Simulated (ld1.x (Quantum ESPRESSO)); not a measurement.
## An all-electron radial function and its pseudo partner (silicon (Si))

Columns: radius, all-electron u(r) and pseudo u(r) of the 3p shell (level -4.09 eV) of silicon in the configuration [Ne] 3s2 3p2; PBE, non-relativistic, PAW scheme, ld1.x (Quantum ESPRESSO) 7.5.

```
r (bohr)  all-electron   pseudo
   0.090        0.0872  -0.0036
   0.180        0.1962  -0.0141
   0.270        0.2521  -0.0313
   0.360        0.2540  -0.0547
   0.450        0.2163  -0.0834
   0.540        0.1540  -0.1168
   0.630        0.0787  -0.1537
   0.720       -0.0020  -0.1934
   0.810       -0.0827  -0.2347
   0.900       -0.1601  -0.2768
   0.990       -0.2324  -0.3188
   1.080       -0.2983  -0.3599
   1.170       -0.3575  -0.3996
   1.260       -0.4101  -0.4372
   1.350       -0.4562  -0.4722
   1.440       -0.4960  -0.5044
   1.530       -0.5297  -0.5333
   1.620       -0.5575  -0.5586
   1.710       -0.5799  -0.5800
   1.800       -0.5971  -0.5971
   1.890       -0.6098  -0.6098
   1.980       -0.6182  -0.6182
   2.070       -0.6229  -0.6229
   2.160       -0.6243  -0.6243
   2.250       -0.6227  -0.6227
   2.340       -0.6186  -0.6186
```

Q: How many radial nodes do the two functions have?

A: The all-electron 3p function has n − l − 1 = 1; the pseudo-wave has 0, since the states of the same l below it are removed with the core.

Q: At about which radius was the pseudo-wave matched?

A: 1.80 bohr, where the columns begin to agree (steps of 0.09 bohr).

Q: Is the pseudo-wave norm-conserving?

A: No, it belongs to a PAW set: the norm inside the radius is not constrained, and the difference is carried by the augmentation charge.
